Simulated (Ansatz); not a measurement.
`O=C=[N][Al]([F])[F]` + NH₃ → `[NH2][Al]([F])[F]` + `N=C=O` at 298.15 K and 1 bar (ligand exchange at the Al–N bond).

Computed with Ansatz on PBE0-D4/def2-TZVP structures; ΔE is electronic, products minus reactants. CBS: MP2 limit from def2 TZ/QZ plus the TZ coupled-cluster correction, frozen cores. This one scheme is used for every species. Each species was taken in one conformer, which may not be the lowest.

```csv
species,CCSD(T)/CBS energy (Eh),H − E (kJ/mol),S (J/(mol·K))
`O=C=[N][Al]([F])[F]`,-609.73954,70.1,346.9
NH₃,-56.50880,100.5,192.4
`[NH2][Al]([F])[F]`,-497.71159,98.0,299.0
`N=C=O`,-168.51995,67.5,238.3
```

H − E and S are ideal-gas, rigid-rotor, harmonic terms from PBE0-D4/def2-TZVP, for one conformer and one mirror image of each species. 1 Eh = 2625.50 kJ/mol, R = 8.31446 J/(mol·K).

Problem. By hand: ΔE, ΔH, ΔS and ΔG.

Solution. ΔE = (-497.71159) + (-168.51995) − (-609.73954) − (-56.50880) = 0.01680 Eh = 44.1 kJ/mol. Δ(H − E) = 98.0 + 67.5 − 70.1 − 100.5 = -5.1, so ΔH = 39.0 kJ/mol. ΔS = 299.0 + 238.3 − 346.9 − 192.4 = -2.0 J/(mol·K). ΔG = 39.0 − 298.15 × (-2.0)/1000 = 39.6 kJ/mol.

Problem. By hand: the equilibrium constant, and the temperature at which ΔG would vanish if ΔH and ΔS stayed fixed.

Solution. log₁₀ K = −ΔG/(RT ln 10) = -6.9. ΔH and −TΔS have one sign here, so there is no such temperature. One of them is within its doubt of zero, so this could turn.

The number of gas molecules stays the same, so ΔS is small and ΔH decides. A doubt of 5 kJ/mol in ΔE shifts log₁₀ K by 0.9 here. Other conformers and mirror images would add mixing entropy, several J/(mol·K) or more a flexible species. Modes under 60 cm⁻¹, often nearly free rotors, make the harmonic entropy too high. These are equilibria of isolated gas molecules and say nothing of rates. Largest T1 diagnostic: 0.018 (customary marks: 0.02 for closed shells, 0.045 for open ones).
